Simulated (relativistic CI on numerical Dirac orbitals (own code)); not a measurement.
## Level scheme of Sm³²⁺

Computed by Dirac-Coulomb-Breit CI, KLI orbitals optimised for each configuration, model QED (radiative potential, 1s self-energy scaled to tabulated hydrogen-like ionisation energies), unscaled Slater integrals (own radial code, finite nucleus).

CI space (outside the closed core [Ar]): 3d10 4s2, 3d10 4s 4p, 3d10 4p2, 3d10 4s 4d, 3d10 4d2, 3d10 4s 4f, 3d10 4p 4d, 3d10 4f2, 3d10 4p 4f, 3d10 4d 4f, 3d10 4s 5s, 3d10 4s 5p, 3d10 4s 5d, 3d10 4s 5f, 3d10 4s 5g, 3d10 4s 6s, 3d10 4s 6p, 3d10 4s 6d, 3d10 4s 6f, 3d10 4s 7s, 3d9 4s2 4p, 3d9 4s2 4d, 3d9 4s2 4f, 3d9 4s2 5s, 3d9 4s2 5p, 3d9 4s2 5d. Double excitations out of closed p, d and f shells are left out; levels of such configurations are missing from the list, as are those of other unlisted configurations, and high levels can miss mixing partners. These lack a partner that the ground configuration has and come out too high: 3d9 4s2 4p, 3d9 4s2 4d, 3d9 4s2 4f, 3d9 4s2 5s, 3d9 4s2 5p.

```csv
No.,Configuration,Term,J,E (Ry),%,Next component (%),Landé g,Lifetime (s)
1,3d10 4s2,1S,0,0.0000,99,1 3d10 4p2 1S,,
2,3d10 4s 4p,3P°,0,4.4790,100,,,
3,3d10 4s 4p,3P°,1,4.8209,83,17 1P°,1.411,1.38e-10
4,3d10 4s 4p,3P°,2,7.3143,100,,1.498,4.30e-06
5,3d10 4s 4p,1P°,1,8.3672,82,17 3P°,1.083,4.86e-12
6,3d10 4p2,3P,0,10.3758,74,25 1S,,1.28e-11
7,3d10 4p2,3P,1,12.8715,100,,1.498,5.80e-12
8,3d10 4p2,1D,2,12.9339,62,33 3P,1.163,1.07e-11
9,3d10 4p2,3P,2,15.5468,61,21 1D,1.306,4.99e-12
10,3d10 4s 4d,3D,1,15.9693,100,,0.496,2.72e-12
11,3d10 4s 4d,3D,2,16.1672,93,3 3d10 4p2 1D,1.166,2.98e-12
12,3d10 4p2,1S,0,16.4356,73,26 3P,,3.93e-12
13,3d10 4s 4d,3D,3,16.5491,100,,1.331,4.62e-12
14,3d10 4s 4d,1D,2,17.4557,78,14 3d10 4p2 1D,1.021,2.41e-12
15,3d10 4p 4d,3F°,2,20.6952,78,18 1D°,0.746,2.27e-11
16,3d10 4p 4d,3D°,1,21.6725,58,22 1P°,0.809,1.96e-12
17,3d10 4p 4d,3F°,3,21.7271,68,16 3D°,1.108,8.84e-12
18,3d10 4p 4d,3P°,2,21.8209,46,29 3D°,1.263,4.36e-12
19,3d10 4p 4d,3D°,2,23.9026,42,41 1D°,1.009,2.33e-12
20,3d10 4p 4d,3F°,4,24.0130,95,5 3d10 4s 4f 3F°,1.248,1.80e-11
21,3d10 4p 4d,1F°,3,24.0497,31,29 3D°,1.120,2.42e-12
22,3d10 4p 4d,3P°,0,24.1445,100,,,2.19e-12
23,3d10 4p 4d,3P°,1,24.2066,68,31 3D°,1.185,2.06e-12
24,3d10 4p 4d,3P°,2,24.5670,52,27 3D°,1.304,2.92e-12
25,3d10 4p 4d,3D°,3,24.8478,52,27 1F°,1.173,2.90e-12
26,3d10 4p 4d,1P°,1,25.4520,75,12 3D°,0.997,2.65e-12
27,3d10 4s 4f,3F°,2,25.6861,98,1 3d10 4p 4d 3F°,0.665,3.85e-12
28,3d10 4s 4f,3F°,3,25.7512,97,2 3d10 4p 4d 3F°,1.081,3.75e-12
29,3d10 4s 4f,3F°,4,25.8447,95,5 3d10 4p 4d 3F°,1.248,3.70e-12
30,3d10 4s 4f,1F°,3,26.6908,70,27 3d10 4p 4d 1F°,1.006,2.09e-12
31,3d10 4p 4f,3G,3,30.6487,72,19 1F,0.825,4.18e-12
32,3d10 4p 4f,3G,4,30.8296,39,27 1G,1.086,8.49e-12
33,3d10 4p 4f,3F,2,30.8577,51,22 1D,0.835,4.88e-12
34,3d10 4p 4f,3D,3,30.9122,45,33 3F,1.177,4.86e-12
35,3d10 4d2,3F,2,32.4007,79,9 1D,0.745,1.39e-12
36,3d10 4d2,3F,3,32.7040,83,6 3d10 4p 4f 3D,1.076,2.16e-12
37,3d10 4d2,1G,4,32.7667,58,21 3d10 4p 4f 3G,1.026,3.28e-12
38,3d10 4d2,3P,0,32.7789,84,15 1S,,1.47e-12
39,3d10 4d2,1D,2,32.8990,50,26 3P,1.073,2.11e-12
40,3d10 4d2,3F,4,33.0517,66,20 3d10 4p 4f 3F,1.216,3.91e-12
41,3d10 4d2,3P,1,33.1409,100,,1.498,1.77e-12
42,3d10 4p 4f,1F,3,33.5214,52,21 3G,0.981,2.64e-12
43,3d10 4d2,3P,2,33.5270,70,14 1D,1.322,2.41e-12
44,3d10 4p 4f,3G,5,33.6376,100,,1.198,3.53e-12
45,3d10 4p 4f,3F,4,33.8000,43,28 3d10 4d2 3F,1.188,2.06e-12
```

Energies count from the lowest computed level; ° marks odd parity; lifetimes are radiative, by E1, M1, E2, M2, E3 decay to levels of this space only; some are left blank where a channel outside the calculation adds to the decay or the decay crosses a small, uncertain gap.

The mean weight of the leading LS term, summed over parents, in these 45 levels is 74 %, and that of the leading jj configuration (from the same eigenvectors) 86 %, so jj coupling describes them better and the LS labels are nominal.

At this charge energies of transitions that change n are usually good to better than 1 %, and those within a shell (Δn = 0) to a few per cent.

LS names give the leading component of a level, which can be under half, so a name can repeat, a term be missing and a line seem to break the LS rules.
